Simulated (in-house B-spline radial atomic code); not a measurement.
Configurations of Ag III (Ag2+), with energies counted from [Kr] (4d3/2)4 (4d5/2)5. Method: Dirac-Hartree-Fock, average of each configuration as written, Fermi nucleus of rms radius 4.5454 fm. Calculated with a radial B-spline atomic code at the basis-set limit. Energies include first-order Breit, QED and recoil terms.

Occupations are held fixed; configurations that lie above the ionisation limit could autoionise.

```json
{"configuration": "[Kr] (4d3/2)4 (4d5/2)4 5s1", "E - E(ref) (eV)": "8.687", "highest orbital": "5s1/2", "its <r> (bohr)": "2.541"}
{"configuration": "[Kr] (4d3/2)3 (4d5/2)5 (7p1/2)1", "E - E(ref) (eV)": "28.922", "highest orbital": "7p1/2", "its <r> (bohr)": "10.35"}
{"configuration": "[Kr] (4d3/2)4 (4d5/2)4 (8g7/2)1", "E - E(ref) (eV)": "32.065", "highest orbital": "8g7/2", "its <r> (bohr)": "28.65"}
{"configuration": "[Ar] 3d10 4s2 (4p1/2)1 (4p3/2)4 (4d3/2)3 (4d5/2)6 7s1", "E - E(ref) (eV)": "90.262", "highest orbital": "7s1/2", "its <r> (bohr)": "9.167"}
{"configuration": "[Ar] 3d10 4s2 (4p1/2)1 (4p3/2)4 (4d3/2)3 (4d5/2)6 (8d5/2)1", "E - E(ref) (eV)": "93.924", "highest orbital": "8d5/2", "its <r> (bohr)": "19.04"}
{"configuration": "[Ar] 3d10 4s2 (4p1/2)1 (4p3/2)4 (4d3/2)4 (4d5/2)5 (7f5/2)1", "E - E(ref) (eV)": "95.524", "highest orbital": "7f5/2", "its <r> (bohr)": "21.66"}
```

Task: Order these further configurations by energy, lowest first.
A. [Ar] (3d3/2)3 (3d5/2)6 4s2 4p6 (4d3/2)4 (4d5/2)5 7s1
B. [Kr] (4d3/2)4 (4d5/2)4 (5f7/2)1
C. [Ar] 3d10 4s2 (4p1/2)1 (4p3/2)4 (4d3/2)3 (4d5/2)6 8s1
D. [Kr] (4d3/2)3 (4d5/2)5 (6f7/2)1
E. [Kr] (4d3/2)3 (4d5/2)6

Result: E (0.55034 eV), B (28.961 eV), D (31.212 eV), C (92.589 eV), A (399.33 eV).

Task: How far above the reference does [Kr] (4d3/2)4 (4d5/2)4 (5g7/2)1 lie?

Result: 29.08 eV; its least bound orbital is 5g7/2 with <r> = 9.16 bohr.

Task: How far above the reference does [Kr] (4d3/2)2 (4d5/2)6 (7d5/2)1 lie?

Result: 30.759 eV; its least bound orbital is 7d5/2 with <r> = 13.24 bohr.
